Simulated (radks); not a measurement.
The cerium anion Ce- inside a hard spherical wall (all orbitals vanish at R), configuration held at [Xe] 4f1 5d2 6s2 and not refilled when levels cross. All-electron calculation, scalar-relativistic Kohn-Sham, r2SCAN, spin-polarised, spherical densities, finite nucleus; open shells are filled with parallel spins first (spin-orbit coupling, left out, can overturn this in heavy ions); meta-GGA in the generalised Kohn-Sham scheme; Fermi nuclear charge, rms radius 4.8771 fm. Program: a radial shooting solver on a logarithmic mesh with Libxc functionals. Eigenvalues in eV for spin up, with the zero of energy where the potential of the charges vanishes at infinity; a dash marks a level that is unbound or too diffuse for the functional's potential to be trusted. A positive occupied level is held by the wall or, in an anion where self-interaction has pushed it up, behind a barrier. The pressure on the wall is -dE/dV.

R (bohr)  E (hartree)  kinetic (hartree)    e(5p)   e(6s)   e(4f)   e(5d)  e(6p, empty)  e(7s, empty)  pressure (GPa)
15         -8861.1296           9391.638  -18.759   0.153   0.373   1.518         2.047         3.098         0.00810
10         -8861.1091           9391.731  -17.743   0.908   1.392   2.397         3.204         7.002           0.287
6          -8860.8355           9392.673  -13.272   5.743   6.154   6.511        10.327        26.845            14.4
5          -8860.4663           9393.888  -10.388  10.883   9.500   9.745        17.454        44.429            54.1
4          -8859.3631           9397.705   -4.839  24.098  16.292  16.818        34.480        82.690             284
3          -8854.8448           9413.099   10.484  67.227  33.930  37.396        85.069        184.55            2380
2.5        -8847.3524           9436.712   30.783  125.20  53.384  64.393        149.33        305.55            8740
